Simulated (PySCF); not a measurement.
# Assigning NMR signals

Numbering as in the mapped SMILES `[CH3:1][O:2][C@@H:3]([C:4]#[N:5])[Si@H:6]([NH2:7])[O:8][SiH3:9]` (H(Xn): hydrogen on atom n).

No solvent model, non-relativistic, equivalent nuclei averaged, single conformer. Geometry: GFN2-xTB; shielding tensors at PBE0/pcSseg-1 (GIAO); PySCF.

Shifts are taken against calculated references (same method and geometry level): ¹³C (186.93 ppm), ¹H (31.72 ppm) vs TMS.

Problem. Assign these signals to the numbered atoms. ¹³C{¹H} NMR (computed): δ 122.2, 62.4, 62.0.

Solution. 
| δ (ppm) | atoms | environment | reason |
| --- | --- | --- | --- |
| 122.2 | C4 | nitrile carbon | typical of a nitrile |
| 62.4 | C3 | sp3 CH bonded to O and Si, α to a nitrile | the inductive effect lowers its shielding |
| 62.0 | C1 | methyl carbon bonded to O | pulled downfield by the heteroatom |

C3 and C1 lie closer than the usual error of such a calculation, so a measured spectrum could show them in the other order.

Problem. Assign these signals to the numbered atoms. ¹H NMR (400 MHz, computed): δ 5.29 (s, 3H), 5.13 (d, 1H), 3.64 (s, 3H), 3.42 (d, 1H), 1.07 (br s, 2H).

Solution. 
```tsv
δ (ppm)	atoms	environment	reason
5.29	H(Si9)	hydrogen on a silicon bonded to O	–
5.13	H(Si6)	hydrogen on a silicon bonded to C, N, O	–
3.64	H(C1)	hydrogen on a methyl carbon bonded to O	its carbon carries O, hence the downfield position
3.42	H(C3)	hydrogen on an sp3 CH bonded to O and Si, α to a nitrile	its carbon carries O, hence the downfield position
1.07	H(N7)	hydrogen on a nitrogen bonded to Si	labile proton, position sensitive to the medium
```

The OH or NH signal is concentration- and solvent-dependent in practice; the value given is the gas-phase one. Shifts are as computed. Against solution values, carbons near 30 ppm lie about +3 ppm off and those near 130 ppm about +5 ppm. Of 1309 compounds with measured shifts, 239 miss one by over three times the rms of a fit or turn the order of signals round; such compounds aren't used in these exercises. No couplings were computed; multiplicities are counted from neighbouring protons, with m where these are inequivalent, close in shift, in a saturated or five-membered ring or joined by F or P, and br s for small geminal =CH2 splittings.
